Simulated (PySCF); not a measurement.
Species: 4-(trifluoromethyl)thiophenol, C7H5F3S.
Cartesian coordinates in Å at the PBE0-D3(BJ)/def2-SVP level; atoms count from 1:
```xyz
16
C7H5F3S angstrom
F     -2.9197   -1.4757   -0.0880
C     -2.4461   -0.2631   -0.3878
F     -2.7487   -0.0137   -1.6668
F     -3.1322    0.6202    0.3492
C     -0.9691   -0.1616   -0.1420
C     -0.2349    0.8532   -0.7573
C      1.1249    0.9863   -0.5074
C      1.7725    0.1014    0.3652
S      3.4919    0.2000    0.7331
C      1.0325   -0.9184    0.9784
C     -0.3275   -1.0462    0.7246
H     -0.7290    1.5423   -1.4454
H      1.6872    1.7834   -0.9991
H      3.7561    1.2756   -0.0369
H      1.5259   -1.6180    1.6571
H     -0.8964   -1.8463    1.2011
```

The calculation used PBE0-D3(BJ)/def2-SVP geometry optimisation, gas phase (PySCF).

Take the most abundant isotopes and a rigid rotor. The values belong to one conformer with, in the numbering `[F:1][C:2]([F:3])([F:4])[c:5]1[cH:6][cH:7][c:8]([SH:9])[cH:10][cH:11]1`, C7–C8–S9–H 1°.

Question: Give the principal moments of inertia and the rotational constants in GHz.

Answer: Ia = 178.47, Ib = 1122.30, Ic = 1213.18 u·Å²; 505379 MHz·u·Å²/I gives 2832, 450.3 and 416.6 MHz, that is A = 2.8317, B = 0.4503, C = 0.4166 GHz.

Question: What kind of rotor is it?

Answer: A near-prolate asymmetric top: κ = (2 × 450.3 − 2832 − 416.6)/(2832 − 416.6) = -0.97.

Question: Is it planar, by Δ = Ic − Ia − Ib?

Answer: Not planar: Δ = Ic − Ia − Ib = -87.59 u·Å². For a rigid frame Δ = −2 Σ m c², so Σ m c² = 43.80 u·Å² lies off the ab plane: 0.00 from hydrogen and 43.79 from heavier atoms. The atom farthest from that plane is 1.24 Å away.

Question: Which lines would a microwave search look for?

Answer: The dipole components are |μa| = 2.25 D, |μb| = 0.89 D, |μc| = 0.06 D. Intensities carry the squares of the components, which stand as 1.00 : 0.16 : 0.00 (a : b : c). Some lines, for components of 0.1 D or more:

```json
{"type": "a", "branch": "R", "J(Ka,Kc)": "1(0,1) ← 0(0,0)", "MHz": "867", "lower level (cm⁻¹)": "0.000"}
{"type": "a", "branch": "R", "J(Ka,Kc)": "2(0,2) ← 1(0,1)", "MHz": "1733", "lower level (cm⁻¹)": "0.029"}
{"type": "a", "branch": "R", "J(Ka,Kc)": "2(1,1) ← 1(1,0)", "MHz": "1767", "lower level (cm⁻¹)": "0.109"}
{"type": "b", "branch": "Q", "J(Ka,Kc)": "1(1,0) ← 1(0,1)", "MHz": "2415", "lower level (cm⁻¹)": "0.029"}
{"type": "b", "branch": "Q", "J(Ka,Kc)": "2(1,1) ← 2(0,2)", "MHz": "2449", "lower level (cm⁻¹)": "0.087"}
{"type": "a", "branch": "R", "J(Ka,Kc)": "3(1,3) ← 2(1,2)", "MHz": "2550", "lower level (cm⁻¹)": "0.165"}
{"type": "a", "branch": "R", "J(Ka,Kc)": "3(0,3) ← 2(0,2)", "MHz": "2599", "lower level (cm⁻¹)": "0.087"}
{"type": "a", "branch": "R", "J(Ka,Kc)": "3(2,2) ← 2(2,1)", "MHz": "2601", "lower level (cm⁻¹)": "0.407"}
{"type": "a", "branch": "R", "J(Ka,Kc)": "3(2,1) ← 2(2,0)", "MHz": "2602", "lower level (cm⁻¹)": "0.407"}
{"type": "a", "branch": "R", "J(Ka,Kc)": "3(1,2) ← 2(1,1)", "MHz": "2651", "lower level (cm⁻¹)": "0.168"}
{"type": "b", "branch": "R", "J(Ka,Kc)": "3(1,3) ← 2(0,2)", "MHz": "4898", "lower level (cm⁻¹)": "0.087"}
{"type": "b", "branch": "Q", "J(Ka,Kc)": "3(2,1) ← 3(1,2)", "MHz": "7096", "lower level (cm⁻¹)": "0.257"}
{"type": "b", "branch": "Q", "J(Ka,Kc)": "2(2,1) ← 2(1,2)", "MHz": "7245", "lower level (cm⁻¹)": "0.165"}
{"type": "b", "branch": "Q", "J(Ka,Kc)": "3(2,2) ← 3(1,3)", "MHz": "7296", "lower level (cm⁻¹)": "0.250"}
{"type": "b", "branch": "R", "J(Ka,Kc)": "2(2,1) ← 1(1,0)", "MHz": "8912", "lower level (cm⁻¹)": "0.109"}
{"type": "b", "branch": "R", "J(Ka,Kc)": "2(2,0) ← 1(1,1)", "MHz": "8946", "lower level (cm⁻¹)": "0.108"}
{"type": "b", "branch": "R", "J(Ka,Kc)": "3(2,1) ← 2(1,2)", "MHz": "9848", "lower level (cm⁻¹)": "0.165"}
{"type": "b", "branch": "Q", "J(Ka,Kc)": "3(3,1) ← 3(2,2)", "MHz": "11991", "lower level (cm⁻¹)": "0.493"}
{"type": "b", "branch": "R", "J(Ka,Kc)": "3(3,1) ← 2(2,0)", "MHz": "14592", "lower level (cm⁻¹)": "0.407"}
{"type": "b", "branch": "R", "J(Ka,Kc)": "3(3,0) ← 2(2,1)", "MHz": "14592", "lower level (cm⁻¹)": "0.407"}
```

Question: Estimate the classical rotational partition function at 25 K, 50 K and 100 K.

Answer: Point group C1, symmetry number σ = 1; q = (√π/σ)·√((kT/h)³/(ABC)), k/h = 20836.6 MHz/K: 28900 at 25 K, 81800 at 50 K, 231000 at 100 K.

Not checked by PBE0-D3(BJ)/def2-SVP frequencies. Constants of a rigid frame at the computed geometry: no zero-point averaging, no centrifugal distortion.
